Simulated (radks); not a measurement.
The numbers below are computed, except where a source is named.
Neutral nickel, 28 electrons, occupied as [Ar] 3d7 4s2 5s1 (not the ground configuration).

Code: a radial shooting solver on a logarithmic mesh with Libxc functionals. Model: Dirac Kohn-Sham, PBEsol, spin-unpolarised, spherical densities, finite nucleus; open shells are shared between the two j in proportion to 2j + 1; Fermi nuclear charge, rms radius 3.7757 fm.

Energy parts (eV):
| part | energy |
|---|---|
| total | -41328.122 |
| kinetic | 41993.330 |
| electron-nucleus | -99029.844 |
| Hartree | 17381.475 |
| exchange-correlation | -1673.083 |

Orbitals (lengths in bohr, moments of r in powers of bohr; <r^-3> diverges for s and p1/2; r(max) is where P^2 peaks; r(90%) holds 90 % of the orbital's charge):
| orbital | occ. | eigenvalue (eV) | <r^-3> | r(90%) | <r^2> | r(max) | small-component weight |
|---|---|---|---|---|---|---|---|
| 1s1/2 | 2 | -8214.611 | - | 0.0967 | 0.003940 | 0.03542 | 1.02e-02 |
| 2s1/2 | 2 | -993.5455 | - | 0.380 | 0.07086 | 0.2048 | 1.90e-03 |
| 2p1/2 | 2 | -868.5163 | - | 0.350 | 0.05591 | 0.1631 | 1.89e-03 |
| 2p3/2 | 4 | -851.0657 | 606.0 | 0.354 | 0.05748 | 0.1657 | 1.86e-03 |
| 3s1/2 | 2 | -122.8035 | - | 1.10 | 0.6257 | 0.6384 | 4.26e-04 |
| 3p1/2 | 2 | -84.6235 | - | 1.18 | 0.6891 | 0.6398 | 3.82e-04 |
| 3p3/2 | 4 | -82.3726 | 78.71 | 1.19 | 0.7067 | 0.6474 | 3.75e-04 |
| 3d3/2 | 2.8 | -20.1385 | 7.746 | 1.58 | 1.107 | 0.6179 | 2.61e-04 |
| 3d5/2 | 4.2 | -19.8747 | 7.580 | 1.59 | 1.119 | 0.6205 | 2.59e-04 |
| 4s1/2 | 2 | -11.0882 | - | 3.63 | 6.758 | 2.041 | 4.91e-05 |
| 5s1/2 | 1 | -1.6132 | - | 11.0 | 65.08 | 6.878 | 5.57e-06 |

The highest occupied level is 5s1/2 at -1.613 eV. The density falls to 0.001 e/bohr^3 at r = 4.04 bohr.
